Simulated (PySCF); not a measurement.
How methods differ on the ionisation energy of Mg⁺

Mg⁺ [Ne] 3s1 (2S) → Mg²⁺ [Ne] (1S), as a difference of total energies. All numbers are calculated (PySCF 2.14, scalar relativity by spin-free X2C-1e, in cc-pVDZ-DK (4s3p1d, 18 functions)). The calculations carry no spin-orbit coupling.

```json
{"method": "UHF", "ionisation energy (eV)": "14.734"}
{"method": "M06-2X", "ionisation energy (eV)": "15.146"}
{"method": "LDA", "ionisation energy (eV)": "15.298"}
```

For comparison: 15.035 eV (measured; NIST Atomic Spectra Database, ionization energies).
